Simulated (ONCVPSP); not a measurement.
## Varying the ONCV potential for Al (Z = 13)

Base potential:

- Element: aluminium
- Generator: ONCVPSP 4.0.1
- Type: optimised norm-conserving Vanderbilt (ONCV)
- Functional: PBE
- Relativity: scalar-relativistic
- Frozen core: [Ne]
- Valence charge: 3
- Reference configuration: 3s1.5 3p1.5
- Partial waves: 3s: rc 1.75 bohr, ncon 4, nbas 8, qcut 4.8 1/bohr, local; 3p: rc 2.40 bohr, ncon 4, nbas 7, qcut 3.1 1/bohr, 2 projectors, debl 3.6 Ha; d scattering state at 0.26 Ha: rc 2.40 bohr, ncon 4, nbas 7, qcut 4.7 1/bohr, 3 projectors, debl 3.4 Ha
- Local potential: the s channel
- Core correction: Teter function, fcfact 1.5, rcfact 1.55

Cutoffs, loose and tight: the cutoffs (Ha) at which the residual kinetic energy of the hardest occupied pseudo-wave falls to 1 and 0.1 mHa per electron. They do not see the model core or the augmentation charge, which bear on the density cutoff. Test errors are all-electron minus pseudo excitation energies from the reference, over the configurations 3s2 3p1; 3s2 3p0; 3s1 3p0; 3s1 3p1. A dash means not determined; rows that change the core or the reference have their own tests.

For the base: The cutoffs count occupied waves only; projector 3 of the d channel, the hardest unoccupied one, needs 41 Ha at the loose tolerance.

```csv
change,outcome,"cutoff, loose","cutoff, tight",bound ghosts,GHOST(+) flags above zero,largest test error (meV)
base,generated,5.9 Ha,7.7 Ha,none,none,-12
d: rc 2.6,generated,5.9 Ha,7.7 Ha,none,none,-12
```

(1) What comes out with this change to the base: core correction Teter function, fcfact 1.5, rcfact 1.04?

(2) What comes out with this change to the base: p: rc 2.98?

(3) What comes out with this change to the base: functional PBEsol?

Answers

(1) outcome: generated; cutoff, loose: 5.9 Ha; cutoff, tight: 7.7 Ha; bound ghosts: none; GHOST(+) flags above zero: none; largest test error (meV): -3.3.

(2) outcome: generated; cutoff, loose: 5.9 Ha; cutoff, tight: 7.7 Ha; bound ghosts: none; GHOST(+) flags above zero: none; largest test error (meV): -18.

(3) outcome: generated; cutoff, loose: 6.0 Ha; cutoff, tight: 7.7 Ha; bound ghosts: none; GHOST(+) flags above zero: none; largest test error (meV): -21.
